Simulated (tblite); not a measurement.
C$_{2}$H$_{6}$Be, triplet, geometry from GFN2-xTB (such geometries of metal compounds can be far from the true shape) (a higher spin typed on purpose: for a closed-shell molecule this is an excited state); GFN1-xTB run with tblite.

tblite was given this input:
```
$ tblite run mol.xyz --method gfn1 --charge 0 --spin 2 --grad --json tblite.json --no-restart

# file mol.xyz
9

Be    -0.59151348     0.70898352    -0.63341171
C      1.13439908     0.00718795    -0.73541342
H      1.28983714    -0.98386020    -0.33761048
H      1.76817134     0.71261334    -0.21642873
H      1.35997484     0.01618799    -1.79336085
C     -0.94778829    -0.23317345     0.93651902
H     -1.24309839    -1.23320178     0.65224027
H     -1.78919833     0.28921990     1.37213089
H     -0.13929735    -0.28098028     1.65004216
```

What the program printed (banner, timings and long lists left out):

```
xTB calculator
 | screened Coulomb repulsion
 | Coulomb electrostatics
 |  * isotropic Klopman-Ohno-Mataga-Nishimoto electrostatics
 |  * onsite third-order electrostatics
 | DFT-D3(BJ) dispersion correction

halogen bonding energy    0.0000000000000E+00 Eh
repulsion energy          1.1650220596325E-01 Eh
dispersion energy        -1.9838003825888E-03 Eh
number of electrons       1.6000000000000E+01 e
integral cutoff           3.8372252746362E+01 bohr

------------------------------------------------------------
  cycle        total energy    energy error   density error
------------------------------------------------------------
      1     -8.060250388220  -8.1747688E+00   5.9012286E-01
      2     -8.062592200274  -2.3418121E-03   3.4736937E-01
      3     -8.062610985495  -1.8785221E-05   1.4991356E-02
      4     -8.062686710120  -7.5724625E-05   2.4927103E-03
      5     -8.062697167565  -1.0457445E-05   5.9022644E-04
      6     -8.062697302034  -1.3446901E-07   2.9456677E-04
      7     -8.062697335673  -3.3638853E-08   2.9110714E-05
      8     -8.062697335817  -1.4387957E-10   3.8071991E-06
------------------------------------------------------------

electronic energy        -8.1772157413973E+00 Eh
total energy             -8.0626973358166E+00 Eh

Post processing:
 | Mayer-Wiberg bond orders

[Info] Tight-binding results written to 'tblite.txt'
[Info] JSON dump of results written to 'tblite.json'
```
